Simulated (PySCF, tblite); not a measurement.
Isomers of C6H14OP2. All values are computed: GFN2-xTB (tblite) harmonic vibrations without scaling, gas phase. This tight-binding method is rough: wavenumbers can miss measured ones by several per cent, in bad cases by 10 to 20. Modes of hydrogen on phosphorus can be 10 to 20 % off. One conformer each.

Electronic energies: PBE0/pcSseg-1 single points on the GFN2-xTB geometries (PySCF, gas phase).

```tsv
SMILES	electronic energy, lowest = 0 (kcal/mol)
CP(C)P(CO)C1CC1	39.5
C=C(C)[P@](C)(=O)P(C)C	12.4
CCP1(=O)CCPCC1	0.0
```

Task: How do GFN2-xTB zero-point energies change the relative energies?

Result: 
```
                SMILES  ZPE (kcal/mol)  of it from modes above 1550 cm⁻¹  electronic (kcal/mol)  with ZPE, lowest = 0 (kcal/mol)  lowest mode (cm⁻¹)  rings
        CCP1(=O)CCPCC1           118.5                              58.2                    0.0                              0.0                  47      1
C=C(C)[P@](C)(=O)P(C)C           116.2                              62.8                   12.4                             10.1                  39      0
       CP(C)P(CO)C1CC1           117.6                              60.9                   39.5                             38.6                  37      1
```

The zero-point energies span 2.3 kcal/mol, from `C=C(C)[P@](C)(=O)P(C)C` to `CCP1(=O)CCPCC1`. The order is unchanged.

Task: And how do the electronic energies of GFN2-xTB itself compare?

Result: `CCP1(=O)CCPCC1` 0.0; `C=C(C)[P@](C)(=O)P(C)C` 17.7; `CP(C)P(CO)C1CC1` 55.7 kcal/mol, lowest = 0. Against the energies above, taken from the same isomer `CCP1(=O)CCPCC1`, the largest difference is 16.2 kcal/mol.

Task: What do entropy and thermal enthalpy add at 298.15 K and 1 bar (rigid rotor, harmonic oscillator, one conformer each)?

Result: 
```tsv
SMILES	point group	symmetry number	S (cal/(mol K))	H − H(0) (kcal/mol)	ZPE + H − H(0) − TS (kcal/mol)
CCP1(=O)CCPCC1	Cs	1	103.0	7.59	95.4
C=C(C)[P@](C)(=O)P(C)C	C1	1	116.2	9.34	90.9
CP(C)P(CO)C1CC1	C1	1	114.0	8.84	92.4
```
